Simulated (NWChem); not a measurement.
Species: CH₃Si cation

```xyz
5

C     -0.0628     1.1145     0.0000
Si     0.0738    -0.5970     0.0000
H      0.1356     1.6847    -0.9243
H      0.1356     1.6847     0.9243
H     -0.9273    -1.6983     0.0000
```
Atoms are numbered in this order, from 1.

Computed with NWChem. Pople sets run with spherical d functions. Coordinates come from a PBE0/def2-SVP optimisation. Vertical excitations in the gas phase; the lowest state need not have the same character in each row.

For level CAM-B3LYP/6-31+G*, full TDDFT:

```yaml
oscillator_strength_of_that_bright_state: 0.139
orbital gap (eV): 6.68
```

Task: How do the values read with level PBE/6-31+G*, full TDDFT instead?

Result: The oscillator strength of that bright state comes out as 0.107 and the orbital gap (eV) is 2.53.
